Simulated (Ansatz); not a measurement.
Gas-phase electronic energies from Ansatz, PBE0-D4/def2-TZVP geometries. CBS: MP2 limit from def2 TZ/QZ plus the TZ coupled-cluster correction, frozen cores. This one scheme is used for every species. DFT in def2-TZVPP. For Ge outer-core shells are correlated without core-valence functions, which leaves a few kJ/mol of doubt a bond. Scalar relativity is left out up to krypton.

Reaction (cleavage of the Si–Ge bond): `[SiH3][GeH3]` + `N[SiH3]` → `[SiH3]N[SiH3]` + GeH₄

`[SiH3][GeH3]`:

Z-matrix (Å, degrees):
```
Si
Ge 1 2.378
H 1 1.487 2 110.1
H 1 1.487 2 110.1 3 -120.0
H 1 1.487 2 110.1 3 120.0
H 2 1.538 1 110.6 3 179.7
H 2 1.538 1 110.6 3 -60.3
H 2 1.538 1 110.6 3 59.7
```

`N[SiH3]`:

Cartesian coordinates in Å:
```
N -0.876 -0.410 0.450
Si 0.528 0.337 -0.204
H -0.783 -1.249 1.000
H -1.726 -0.433 -0.091
H 1.525 0.472 0.889
H 1.196 -0.392 -1.325
H 0.136 1.674 -0.719
```

`[SiH3]N[SiH3]`:

```xyz
10

Si   -0.400   -0.680    1.347
N     0.329   -0.500   -0.207
Si    0.279    0.852   -1.278
H    -1.319    0.468    1.541
H     0.602   -0.690    2.450
H    -1.160   -1.957    1.433
H     0.910   -1.271   -0.507
H    -0.727    1.803   -0.745
H    -0.105    0.428   -2.652
H     1.593    1.546   -1.384
```

GeH₄:

```xyz
5

Ge    0.000    0.000    0.000
H    -0.664    0.016    1.383
H    -0.888    0.749   -1.002
H     0.182   -1.451   -0.463
H     1.370    0.687    0.082
```

CCSD(T)/CBS gives -0.39 eV.

Task: Another level gave -0.43 eV. Which?
A. PBE0-D4/def2-TZVPP
B. HF/def2-TZVPP
C. CAM-B3LYP-D4/def2-TZVPP
D. r2SCAN/def2-TZVPP

Result: C. CAM-B3LYP-D4 -0.43, r2SCAN -0.33, PBE0-D4 -0.28, HF/def2-TZVPP -0.52 eV.

Largest T1 diagnostic among the species: 0.012.

At CCSD(T), def2-SVP lies −0.05 eV from the extrapolated value and def2-TZVPP −0.01 eV. From PBE to PBE0 (25 % exact exchange), in def2-TZVPP and without D4, ΔE moves by −0.06 eV.
